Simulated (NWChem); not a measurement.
System: WN2H3OF; SMILES [NH]=[W](=[NH])([OH])[F]

Here is an NWChem input.

```
start job
memory heap 200 mb stack 900 mb global 1100 mb
geometry units angstroms noautoz
  W     -0.127542     0.061940     0.001276
  N      0.385452    -0.816666     1.417667
  H      0.815431    -1.568599     1.945398
  N      0.372757    -0.821137    -1.416966
  H      0.797922    -1.576457    -1.943834
  F     -2.007934     0.171870     0.009661
  O      0.736542     1.738116    -0.005498
  H      1.652821     2.025991    -0.017842
end
basis spherical
  * library def2-svp
end
ecp
  W library def2-ecp
end
dft
  xc r2scan
  iterations 150
  mulliken
end
task dft energy
```

Coordinates come from a PBE0/def2-SVP optimisation. No frequency run checked for a minimum. def2 effective core potentials on W; no spin-orbit coupling.

Task: What results follow from this input? (r2SCAN/def2-SVP with def2 effective core potentials on W.) Quantities: energy (Ha); highest occupied level (eV); orbital gap (eV); dipole (D).

Result: 
```json
{
  "energy (Ha)": "-353.29",
  "highest occupied level (eV)": "-6.54",
  "orbital gap (eV)": "4.83",
  "dipole (D)": "3.28"
}
```
